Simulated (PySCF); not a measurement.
A calculated (B3LYP, PySCF 2.14, aug-cc-pwCVTZ-DK3 with one added diffuse shell each of s, d, f type, scalar relativity by spin-free X2C-1e) atom or ion has these occupied shells.

```tsv
shell	electrons	orbital energy (eV)	rms radius, mean of both spins (bohr)
1s α	1	-90408.1	0.0178
1s β	1	-90408.1	0.0178
2s α	1	-16284.2	0.0718
2s β	1	-16284.2	0.0718
2p α	3	-14012.9	0.0663
2p β	3	-14012.8	0.0663
3s α	1	-3953.7	0.183
3s β	1	-3953.6	0.183
3p α	3	-3298.8	0.186
3p β	3	-3298.7	0.186
3d α	5	-2604.8	0.170
3d β	5	-2604.8	0.170
4s α	1	-921.71	0.401
4s β	1	-921.66	0.401
4p α	3	-704.83	0.428
4p β	3	-704.78	0.428
4d α	5	-446.72	0.454
4d β	5	-446.68	0.454
5s α	1	-170.40	0.882
5s β	1	-170.27	0.882
4f α	7	-166.40	0.482
4f β	7	-166.36	0.482
5p α	3	-108.51	1.01
5p β	3	-108.39	1.01
5d α	5	-37.095	1.32
5d β	5	-36.856	1.32
6s α	1	-23.739	2.27
6s β	1	-22.272	2.27
6p α	2	-12.798	2.96
```

Problem. Name the element and its charge.

Solution. Bi⁺ (bismuth, charge +1), in [Xe] 4f14 5d10 6s2 6p2, high-spin 3P determinant.
